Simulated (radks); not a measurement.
Numerical settings for the nitrogen ion N+, [He] 2s2 2p2. All-electron calculation, non-relativistic Kohn-Sham, TPSS, spin-polarised, spherical densities, point nucleus; open shells are filled with parallel spins first; meta-GGA in the generalised Kohn-Sham scheme. Program: a radial shooting solver on a logarithmic mesh with Libxc functionals. The defaults (mesh step 0.008 in ln r, mesh end at 40 bohr or more with all orbitals vanishing there, Anderson mixing 0.5 over 9 steps, residual threshold near 1e-9 with the energy settled to 1e-9 hartree or 1e-11 of itself, here a cap of 79 iterations) give E = -54.062 hartree and 2p at -22.180 eV in 24 iterations. Run on one thread of a shared host, so times are rough (Arm Neoverse N1): 0.24 s of CPU time, 0.24 s wall, 24 iterations on 2476 mesh points. Changes against that run (0 stands for a change within the tolerance of the run):

[
 {"setting": "mesh step in ln r 0.2", "iterations": "79", "converged": "no", "E (mhartree)": "-3.37e+05", "e(2p) (meV)": "-", "CPU (s)": "0.21"},
 {"setting": "mesh step in ln r 0.012", "iterations": "17", "converged": "yes", "E (mhartree)": "0", "e(2p) (meV)": "0", "CPU (s)": "0.12"},
 {"setting": "mesh step in ln r 0.03", "iterations": "10", "converged": "yes", "E (mhartree)": "0", "e(2p) (meV)": "0", "CPU (s)": "0.04"},
 {"setting": "mesh end (bohr) 20", "iterations": "24", "converged": "yes", "E (mhartree)": "0", "e(2p) (meV)": "0", "CPU (s)": "0.24"},
 {"setting": "mesh end (bohr) 400", "iterations": "25", "converged": "yes", "E (mhartree)": "0", "e(2p) (meV)": "0", "CPU (s)": "0.26"},
 {"setting": "residual threshold 1e-13", "iterations": "79", "converged": "no", "E (mhartree)": "0", "e(2p) (meV)": "0", "CPU (s)": "0.7"},
 {"setting": "residual threshold 0.001", "iterations": "8", "converged": "yes", "E (mhartree)": "0", "e(2p) (meV)": "+0.0833", "CPU (s)": "0.09"},
 {"setting": "mixing 1.5", "iterations": "24", "converged": "yes", "E (mhartree)": "0", "e(2p) (meV)": "0", "CPU (s)": "0.24"},
 {"setting": "linear mixing, mixing 0.05", "iterations": "79", "converged": "no", "E (mhartree)": "+0.00431", "e(2p) (meV)": "-147", "CPU (s)": "0.71"},
 {"setting": "linear mixing, mixing 0.2", "iterations": "79", "converged": "no", "E (mhartree)": "0", "e(2p) (meV)": "0", "CPU (s)": "0.67"},
 {"setting": "mixing history 3", "iterations": "79", "converged": "no", "E (mhartree)": "0", "e(2p) (meV)": "0", "CPU (s)": "0.66"},
 {"setting": "iteration cap 2", "iterations": "2", "converged": "no", "E (mhartree)": "+29.9", "e(2p) (meV)": "-9.85e+03", "CPU (s)": "0.02"}
]

No run marked as converged misses the energy by more than 1 mhartree. A mesh that ends early acts as a hard wall.
